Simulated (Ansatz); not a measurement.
Basis sets compared for ZrS3⁻ (the lowest doublet isomer of a short search). Charge -1, multiplicity 2. Geometry PBE0-D4/def2-SVPD. Ansatz on 4 threads of Arm Neoverse V1 on a shared host; times are rough, and most runs start from earlier orbitals.

```xyz
4

Zr   -0.2488   -0.1377   -0.0912
S     0.7553   -1.8772    1.0848
S     0.6755    0.4249   -2.1519
S    -1.1821    1.5900    1.1583
```

In the def2 sets Zr takes a core potential; there is no spin–orbit coupling. The structure comes from a short search, and lower isomers may exist.

```json
{"level": "PBE-D4/def2-SVPD", "functions": "115", "energy (Eh)": "-1240.9924", "HOMO (eV)": "-1.81", "LUMO (eV)": "-1.26", "wall time": "2.5 s"}
{"level": "PBE0-D4/def2-SVPD", "functions": "115", "energy (Eh)": "-1241.0471", "HOMO (eV)": "-2.64", "LUMO (eV)": "-0.80", "wall time": "3 s"}
```

Question: Estimate the rows for PBE-D4/def2-TZVPD, PBE0-D4/def2-TZVPD.

Answer: 
```tsv
level	functions	energy (Eh)	HOMO (eV)	LUMO (eV)	wall time
PBE-D4/def2-TZVPD	178	-1241.3971	-1.74	-1.19	3.5 s
PBE0-D4/def2-TZVPD	178	-1241.4477	-2.56	-0.72	6 s
```
